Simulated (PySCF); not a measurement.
C₄H₉ (SMILES C[C](C)C), doublet, at a GFN2-xTB geometry; B3LYP/6-31G (PySCF).

Here is a job for PySCF.
```python
from pyscf import gto, scf, dft

mol = gto.Mole()
mol.atom = '''
    C     0.000233   -0.000387    0.115316
    C    -0.001963    1.478902   -0.016333
    C     1.282761   -0.737245   -0.017130
    C    -1.281036   -0.741762   -0.001923
    H     0.005337    1.792035   -1.069507
    H    -0.892102    1.910426    0.440060
    H     0.880403    1.913912    0.452315
    H     1.561752   -0.879420   -1.070313
    H     2.097549   -0.191163    0.457676
    H     1.213157   -1.727075    0.432463
    H    -1.567902   -0.892161   -1.051871
    H    -1.204589   -1.728453    0.453674
    H    -2.093569   -0.195149    0.475924
'''
mol.basis = '6-31g'
mol.charge = 0
mol.spin = 1
mol.verbose = 4
mol.build()

mf = dft.UKS(mol)
mf.xc = 'b3lyp'
mf.kernel()
```

The log (banner, timings and long lists left out):

```
PySCF version 2.14.0

[INPUT] verbose = 4
[INPUT] num. atoms = 13
[INPUT] num. electrons = 33
[INPUT] charge = 0
[INPUT] spin (= nelec alpha-beta = 2S) = 1
[INPUT] symmetry False subgroup None
[INPUT] Mole.unit = angstrom
[INPUT] Symbol           X                Y                Z      unit          X                Y                Z       unit  Magmom
[INPUT]  1 C      0.000233000000  -0.000387000000   0.115316000000 AA    0.000440306187  -0.000731324010   0.217915657780 Bohr   0.0
[INPUT]  2 C     -0.001963000000   1.478902000000  -0.016333000000 AA   -0.003709532383   2.794719745072  -0.030864896793 Bohr   0.0
[INPUT]  3 C      1.282761000000  -0.737245000000  -0.017130000000 AA    2.424066973273  -1.393191136705  -0.032371008514 Bohr   0.0
[INPUT]  4 C     -1.281036000000  -0.741762000000  -0.001923000000 AA   -2.420807195708  -1.401727029610  -0.003633943338 Bohr   0.0
[INPUT]  5 H      0.005337000000   1.792035000000  -1.069507000000 AA    0.010085468327   3.386455355635  -2.021075318305 Bohr   0.0
[INPUT]  6 H     -0.892102000000   1.910426000000   0.440060000000 AA   -1.685828455177   3.610181921248   0.831592878376 Bohr   0.0
[INPUT]  7 H      0.880403000000   1.913912000000   0.452315000000 AA    1.663720549245   3.616769506519   0.854751472033 Bohr   0.0
[INPUT]  8 H      1.561752000000  -0.879420000000  -1.070313000000 AA    2.951283554492  -1.661862948465  -2.022598437562 Bohr   0.0
[INPUT]  9 H      2.097549000000  -0.191163000000   0.457676000000 AA    3.963793142855  -0.361245715150   0.864882293786 Bohr   0.0
[INPUT] 10 H      1.213157000000  -1.727075000000   0.432463000000 AA    2.292534476099  -3.263698746583   0.817236629008 Bohr   0.0
[INPUT] 11 H     -1.567902000000  -0.892161000000  -1.051871000000 AA   -2.962905370158  -1.685939949018  -1.987748108372 Bohr   0.0
[INPUT] 12 H     -1.204589000000  -1.728453000000   0.453674000000 AA   -2.276343302664  -3.266302789183   0.857319609836 Bohr   0.0
[INPUT] 13 H     -2.093569000000  -0.195149000000   0.475924000000 AA   -3.956272032880  -0.368778163483   0.899366016108 Bohr   0.0

nuclear repulsion = 125.979982016193
number of shells = 38
number of NR pGTOs = 124
number of NR cGTOs = 54
basis = 6-31g
ecp = {}

******** <class 'pyscf.dft.uks.UKS'> ********
method = UKS
initial guess = minao
damping factor = 0
level_shift factor = 0
DIIS = <class 'pyscf.scf.diis.CDIIS'>
diis_start_cycle = 1
diis_space = 8
diis_damp = 0
SCF conv_tol = 1e-09
SCF conv_tol_grad = None
SCF max_cycles = 50
direct_scf = True
direct_scf_tol = 1e-13
number electrons alpha = 17  beta = 16
XC library pyscf.dft.libxc version 7.1.2
    S. Lehtola, C. Steigemann, M. J. T. Oliveira, and M. A. L. Marques,  SoftwareX 7, 1–5 (2018)
XC functionals = b3lyp
    P. J. Stephens, F. J. Devlin, C. F. Chabalowski, and M. J. Frisch,  J. Phys. Chem. 98, 11623 (1994)
radial grids:
    Treutler-Ahlrichs [JCP 102, 346 (1995); DOI:10.1063/1.469408] (M4) radial grids

becke partition: Becke, JCP 88, 2547 (1988); DOI:10.1063/1.454033
pruning grids: <function nwchem_prune>
grids dens level: 3
symmetrized grids: False
atomic radii adjust function: <function treutler_atomic_radii_adjust>
small_rho_cutoff = 0
Set gradient conv threshold to 3.16228e-05
tot grids = 144744
init E= -157.899848570005

cycle= 1 E= -157.708375885915  delta_E= 0.191  |g|= 0.299  |ddm|= 2.14
cycle= 2 E= -157.697055609292  delta_E= 0.0113  |g|= 0.335  |ddm|= 0.706
cycle= 3 E= -157.76084333072  delta_E= -0.0638  |g|= 0.014  |ddm|= 0.418
cycle= 4 E= -157.760950877926  delta_E= -0.000108  |g|= 0.011  |ddm|= 0.0288
cycle= 5 E= -157.761021949347  delta_E= -7.11e-05  |g|= 0.00153  |ddm|= 0.0166
cycle= 6 E= -157.761024738967  delta_E= -2.79e-06  |g|= 0.000429  |ddm|= 0.00408
cycle= 7 E= -157.761024941111  delta_E= -2.02e-07  |g|= 8.67e-05  |ddm|= 0.00132
cycle= 8 E= -157.761024953257  delta_E= -1.21e-08  |g|= 1.98e-05  |ddm|= 0.000329
cycle= 9 E= -157.761024953904  delta_E= -6.48e-10  |g|= 4.18e-06  |ddm|= 6.55e-05
Extra cycle  E= -157.761024953921  delta_E= -1.66e-11  |g|= 2.83e-06  |ddm|= 9.17e-06
converged SCF energy = -157.761024953921  <S^2> = 0.75393489  2S+1 = 2.003931
```
